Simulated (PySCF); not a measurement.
# A small calculation by hand: dipole moment from atomic charges

SiF2, SMILES F[Si]F (connectivity only; charge and spin as stated), neutral, multiplicity 1. Atoms are numbered in the order given.

```xyz
3

Si     0.0000     0.0000     0.5780
F      0.0000     1.2383    -0.4496
F      0.0000    -1.2383    -0.4496
```
Charge 0, spin multiplicity 1.

Geometry: TPSSh-D3(BJ)/def2-TZVP. The isomer is the one that the SMILES or the coordinates give; other isomers of the formula were not compared.

Charges (e) from PySCF with HF/def2-TZVPD:

| atom | IAO | ESP fit |
|---|---|---|
| Si1 | 1.169 | 0.338 |
| F2 | -0.584 | -0.169 |
| F3 | -0.584 | -0.169 |

The dipole moment of the full density is 1.25 D.

Problem. What dipole moment does each set of point charges give, and which comes closer to that of the density?

Solution. 
μ = Σ q r, and 1 e Å = 4.8032 D.
IAO: Σ q r = (0.000, 0.000, 1.201) e Å, |μ| = 5.77 D.
ESP fit: Σ q r = (0.000, 0.000, 0.347) e Å, |μ| = 1.67 D.
ESP fit comes closer in size. Point charges leave out the atoms' own dipoles (lone pairs, polarised bonds); fits to the potential absorb them, partitions of the density don't.
